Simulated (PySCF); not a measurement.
# Computed vibrations of [Nd(PH3)]3+

[Nd(PH3)]3+ (singlet in the valence; each metal's 4f electrons, 3 of them, lie in its core potential, out of spins and levels). PySCF 2.14.0, RKS PBE, Nd lcecp-1-SVP with ECP49, P def2-SVP, H def2-SVP; non-relativistic Hamiltonian with scalar-relativistic core potentials where named; density fitting; no spin-orbit coupling. Central differences of gradients.

```xyz
5

Nd    0.0000    0.0000   -0.5880
P     0.0000    0.0000    2.4068
H     1.3386    0.0000    2.9401
H    -0.6693    1.1593    2.9401
H    -0.6693   -1.1593    2.9401
```

Run from Python with OMP_NUM_THREADS=2. Where DIIS fails, smearing, a level shift and second-order steps follow.
It took 17 s on 2 threads of Arm Neoverse V1, with other jobs on the host.

(1) What are the harmonic wavenumbers and infrared intensities?

(2) Is this a minimum?

An lcecp potential fixes the number of 4f electrons, so in runs with it no electron can move into or out of that shell.

## Answers

(1) Modes are labelled in C3v; negative numbers are unstable modes, those under 60 cm⁻¹ near the noise; a finer grid moves soft modes by up to 10 cm⁻¹.
```
cm⁻¹  km/mol  symmetry
 195     0.2        a1
 395     3.7         e
 395     3.7         e
 849    22.8        a1
 976     1.9         e
 976     1.9         e
2291   237.3        a1
2332   139.8         e
2332   139.8         e
```

(2) Yes. Ideal gas at 298.15 K and 1 bar: S = 296.3 J/(mol K), Cp = 59.2 J/(mol K), H − H(0 K) = 13.4 kJ/mol (rigid rotor, harmonic modes, spin degeneracy alone, that of the 4f electrons in the core included).
